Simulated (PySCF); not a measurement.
Cd(I)(NH2) (CdH2IN), SMILES [NH2][Cd][I].

The structure is a stationary point at PBE0-D3(BJ)/def2-TZVP. The def2 effective core potentials stand for the cores of Cd, I; spin–orbit coupling is left out. One conformer was computed; it need not be the lowest.

These are PySCF with IEF-PCM-M06-2X/def2-SVP values and carry that method's errors.

The values are the electrostatic part of the solvation free energy, E(continuum) − E(gas) at the gas-phase geometry, in a cavity of scaled van der Waals radii (PySCF's table); cavitation and dispersion terms are not included. A continuum can't describe solvent molecules that bind to the metal. In vacuum the orbital gap is 7.58 eV. The dipole moment in vacuum is 2.56 D.

```tsv
solvent	ε	ΔG(elec) (kcal/mol)	dipole (D)	gap (eV)
water	78.36	…	…	…
tetrahydrofuran	7.43	-12.4	3.45	7.92
methanol	32.61	-15.1	3.64	7.99
```

**Question.** What belongs in the gaps? (An estimate is asked for; the answer gives what the named calculation found.)

**Answer.** 
- water, ΔG(elec) (kcal/mol): -15.6
- water, dipole (D): 3.68
- water, gap (eV): 8.00
